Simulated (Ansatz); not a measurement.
Isolated molecules relaxed with PBE0-D4/def2-TZVP in Ansatz; ΔE leaves out vibrations. CCSD(T)/CBS adds triple-zeta CCSD(T) − MP2 to the extrapolated MP2 energy (def2 sets, frozen cores). DFT in def2-TZVPP. For Br, Se outer-core shells are correlated without core-valence functions, which leaves a few kJ/mol of doubt a bond. Scalar relativity is left out up to krypton.

Reaction (ligand exchange at the Al–Se bond): `C[Se][AlH2]` + HBr → `[AlH2][Br]` + `C[SeH]`

CCSD(T)/CBS gives -0.46 eV.

Task: Another level gave -0.47 eV. Which?
A. revPBE-D4/def2-TZVPP
B. HF/def2-TZVPP
C. PBE-QIDH/def2-TZVPP
D. PBE0-D4/def2-TZVPP

Result: C. PBE-QIDH -0.47, PBE0-D4 -0.43, revPBE-D4 -0.38, HF/def2-TZVPP -0.63 eV.

Largest T1 diagnostic among the species: 0.010.

Leaving LDA and LC-ωPBE aside and taking each functional with its dispersion term where it has one, the values, not all of them listed here, spread over 0.12 eV, from BHLYP-D4 to revPBE-D4. LDA lies +0.05 eV from PBE without D4. From PBE to PBE0 (25 % exact exchange), in def2-TZVPP and without D4, ΔE moves by −0.04 eV.
